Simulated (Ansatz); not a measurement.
C2H6ClNSi can be A, `N=C([SiH3])CCl`, or B, `C/C(Cl)=N\[SiH3]`.

Calculated with Ansatz (gas phase, PBE0-D4/def2-TZVP geometries, no zero-point term in ΔE). CCSD(T)/CBS is the MP2 limit (def2-TZVPP, def2-QZVPP) plus CCSD(T) − MP2 in def2-TZVPP, frozen cores. DFT in def2-TZVPP. B3LYP here is the variant with VWN-RPA as its local correlation; programs differ in this. One conformer a species, not always the lowest.

A:

```xyz
11

N    -0.962    0.640   -1.277
C    -0.208    0.190   -0.367
Si   -1.096   -0.685    1.072
C     1.294    0.282   -0.321
Cl    2.005    1.113   -1.718
H    -0.414    1.094   -2.017
H    -2.051    0.261    1.696
H    -0.097   -1.120    2.086
H    -1.807   -1.875    0.546
H     1.608    0.819    0.576
H     1.728   -0.719   -0.277
```

B:

Z-matrix (Å, degrees):
```
C
C 1 1.492
H 1 1.092 2 109.7
H 1 1.090 2 110.6 3 121.3
H 1 1.092 2 109.7 3 -117.5
Cl 2 1.781 1 110.7 3 58.5
N 2 1.237 1 130.8 3 -121.6
Si 7 1.726 2 133.7 1 -0.0
H 8 1.482 7 107.3 2 121.4
H 8 1.482 7 107.3 2 -120.2
H 8 1.493 7 114.4 2 0.6
```

Problem. Which is lower in electronic energy at CCSD(T)/CBS, and by how much? (Estimate.)

Solution. The calculation gave: B, by 19.9 kcal/mol.

Problem. Give E(B) − E(A) in kcal/mol with B3LYP, CCSD(T)/def2-TZVPP, B3LYP-D4, ωB97M-V, CCSD/def2-TZVPP, B2PLYP, PBE-D4. (An estimate is asked.)

Solution. Computed: B3LYP -22.4, CCSD(T)/def2-TZVPP -19.7, B3LYP-D4 -22.3, ωB97M-V -20.8, CCSD/def2-TZVPP -19.7, B2PLYP -22.1, PBE-D4 -21.2. None reverses the order clearly.

Largest T1 diagnostic: 0.012.
